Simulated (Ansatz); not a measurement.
System: thiosilicic acid, sum formula H$_{4}$SiSO$_{3}$, net charge 0, singlet state. 
Geometry from a B3LYP-D3(BJ)/def2-TZVP (Ansatz, a program for electronic structure) optimisation:
SMILES: O[Si](O)(O)S
```xyz
9

O      0.5711    -0.1832     1.6663
Si    -0.2167    -0.1738     0.2354
O     -0.5207    -1.7395    -0.1244
O     -1.6636     0.5950     0.2326
S      1.0110     0.8759    -1.1583
H      0.3597    -0.9015     2.2704
H     -1.0819    -1.9271    -0.8812
H     -1.6689     1.5454     0.3742
H      2.1556     0.3238    -0.7216
```
Charge 0, spin multiplicity 1.

Wanted: atomisation energy (electronic, to ground-state atoms), in kcal/mol. Cores are frozen in the correlated levels unless marked. UHF or UKS for open shells. No spin-orbit coupling. No relativistic terms. The coupled-cluster limit lacks core correlation, which all-electron functionals hold. CBS marks a two-point X^-3 extrapolation of the correlation energy; Hartree-Fock from the larger set.

```json
[
 {"level": "PBE-D3(BJ)/def2-TZVPD", "program": "Ansatz + dftd3", "atomisation energy (kcal/mol)": "?"},
 {"level": "revPBE-D4/def2-TZVPD", "program": "Ansatz + dftd4", "atomisation energy (kcal/mol)": "819.7"},
 {"level": "revPBE/def2-TZVPD", "program": "Ansatz", "atomisation energy (kcal/mol)": "804.6"},
 {"level": "BHLYP-D4/def2-TZVPD", "program": "Ansatz + dftd4", "atomisation energy (kcal/mol)": "795.1"},
 {"level": "HSE06-D4/def2-TZVPD", "program": "Ansatz + dftd4", "atomisation energy (kcal/mol)": "?"},
 {"level": "SCS-MP2/STO-3G", "program": "Ansatz", "atomisation energy (kcal/mol)": "615.2"},
 {"level": "CCSD/aug-cc-pV(D+d)Z", "program": "Ansatz", "atomisation energy (kcal/mol)": "759.1"},
 {"level": "CCSD(T)/CBS(aug-cc-pV(T+d)Z,aug-cc-pV(Q+d)Z)", "program": "Ansatz", "atomisation energy (kcal/mol)": "?"}
]
```

Task: Fill in the missing entries.

Result: 
- PBE-D3(BJ)/def2-TZVPD, atomisation energy (kcal/mol): 844.1
- HSE06-D4/def2-TZVPD, atomisation energy (kcal/mol): 824.1
- CCSD(T)/CBS(aug-cc-pV(T+d)Z,aug-cc-pV(Q+d)Z), atomisation energy (kcal/mol): 844.0
